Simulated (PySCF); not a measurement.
## Vanadium: a sound run and one with changed settings

Sound run: V [Ar] 3d3 4s2, V⁺ [Ar] 3d4. Calculation: PySCF 2.14, in cc-pVTZ; the non-relativistic Hamiltonian (point nucleus). In the sound run the correlated levels freeze [Ar]. The sound run starts from symmetry-adapted Hartree-Fock orbitals and uses a fine grid where one is needed.

Changed run: initial guess atom, at most 50 SCF cycles.

```csv
species,method,sound run (hartree),changed run (hartree),converged
V,UHF,-942.89200,-942.89200,yes
V,M06-L,-943.85828,-943.86432,yes
V,PBE,-943.66047,-943.66844,yes
V,MP2,-942.95045,-942.95045,yes
V⁺,UHF,-942.67479,-942.68304,yes
V⁺,M06-L,-943.63185,-943.62678,yes
V⁺,PBE,-943.43566,-943.43763,yes
```

Ionisation energy of V:

```csv
method,sound run (eV),changed run (eV)
M06-L,6.161,6.464
```

The plain start fixes occupations by D2h representation alone, and V at M06-L, V at PBE, V⁺ at UHF, V⁺ at M06-L, V⁺ at PBE landed in another state (other ⟨L²⟩ or ⟨S²⟩). 

For comparison, NIST gives 6.746 eV between the lowest levels.
